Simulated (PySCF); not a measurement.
(2R)-1-silyloxypropan-2-ol (C3H10O2Si), SMILES [C@@H](C)(CO[SiH3])O.

The structure is a stationary point at B3LYP-D3(BJ)/def2-SVP. One conformer was computed; it need not be the lowest.

Two levels are set side by side: PBE/def2-TZVP (PySCF) and ωB97X/def2-TZVP (PySCF). Same geometry, gas phase. Differences are taken from unrounded values.

```csv
quantity,PBE
orbital gap (eV),5.26
highest occupied level (eV),-6.12
lowest empty level (eV),-0.86
dipole moment (D),1.71
mean polarisability (bohr³),74.2
```

These are the PBE values. What does ωB97X give? (Estimate from the structure and the level; the computed values follow.)


| quantity | ωB97X | PBE minus ωB97X |
|---|---|---|
| orbital gap (eV) | 12.28 | -7.02 |
| highest occupied level (eV) | -10.26 | 4.14 |
| lowest empty level (eV) | 2.02 | -2.88 |
| dipole moment (D) | 1.94 | -0.23 |
| mean polarisability (bohr³) | 70.2 | 4.0 |

PBE's occupied levels lie high since its potential decays too fast outside the molecule; exact exchange lowers them and widens the gap. PBE's more diffuse valence density responds more strongly to a field. Differences between two approximate levels are no errors against the true value.

Rough cost on one machine, each run with all the roots and properties that it gave: ωB97X against PBE within a factor of 2.
